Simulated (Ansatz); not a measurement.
One change: `[OH][Sb]([F])[F]` becomes `[F][Sb]([F])[SiH3]`.

Ansatz, PBE0-D4/def2-TZVP geometries, multiplicity 1. Each molecule was computed in one conformer, which needn't be the lowest.

Elements past krypton have def2 core potentials.

| property | `[OH][Sb]([F])[F]` |
| --- | --- |
| LUMO energy (PBE/def2-TZVPP) / eV | -2.02 |
| LUMO energy (PBE0/def2-TZVPP) / eV | -1.29 |
| ideal-gas entropy at 298 K and 1 bar (rigid rotor, harmonic PBE0-D4/def2-TZVP) / J/(mol·K) | 320 |
| HOMO energy (PBE0/def2-TZVPP) / eV | -9.29 |
| zero-point energy (PBE0-D4/def2-TZVP) / kJ/mol | 45.0 |
| LUMO energy (B3LYP/def2-TZVPP) / eV | -1.56 |

Task: What does the change do to each property? (Estimate.)

Result: Computed: 
```csv
property,`[F][Sb]([F])[SiH3]`,shift
LUMO energy (PBE/def2-TZVPP) / eV,-2.60,-0.58
LUMO energy (PBE0/def2-TZVPP) / eV,-1.83,-0.54
"ideal-gas entropy at 298 K and 1 bar (rigid rotor, harmonic PBE0-D4/def2-TZVP) / J/(mol·K)",357,37
HOMO energy (PBE0/def2-TZVPP) / eV,-7.41,1.88
zero-point energy (PBE0-D4/def2-TZVP) / kJ/mol,74.0,29.0
LUMO energy (B3LYP/def2-TZVPP) / eV,-2.06,-0.50
```

With PBE0 the HOMO rises by 1.88 eV and the LUMO falls by 0.54 eV, so the gap narrows by about 2.42 eV. PBE moves the HOMO by 1.60 eV and ωB97M-V by 2.15 eV. The zero-point energy changes by 29.0 kJ/mol with +6 modes.

B3LYP here is the variant with VWN-RPA as its local correlation; programs differ in this.

Spin–orbit coupling is left out; it splits and shifts lone-pair levels of the heavy atoms by tenths of an eV.
